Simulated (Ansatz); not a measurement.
Basis-set series for C₃H₉NSi, SMILES `C/C=C/[SiH2]N`. Total charge 0; spin multiplicity 1. All single points use the PBE0-D4/def2-TZVP geometry. It is one conformer, not always the lowest.

| functional | basis | functions | energy (Eh) | HOMO (eV) | LUMO (eV) |
| --- | --- | --- | --- | --- | --- |
| PBE0-D4 | def2-SVP | 119 | -463.43898 | -6.96 | 0.01 |
| PBE0-D4 | def2-QZVPP | 568 | -463.76201 | -7.22 | -0.27 |
| ωB97M-V | def2-SVP | 119 | -463.64309 | -9.30 | 2.12 |
| ωB97M-V | def2-QZVPP | 568 | -463.97629 | -9.55 | 1.50 |

(1) Give the rows for def2-TZVPP. (Estimate.)

Answers

(1) Computed: 
```csv
functional,basis,functions,energy (Eh),HOMO (eV),LUMO (eV)
PBE0-D4,def2-TZVPP,292,-463.74161,-7.18,-0.21
ωB97M-V,def2-TZVPP,292,-463.95709,-9.52,1.74
```

Positive LUMOs are unbound and depend on the basis.
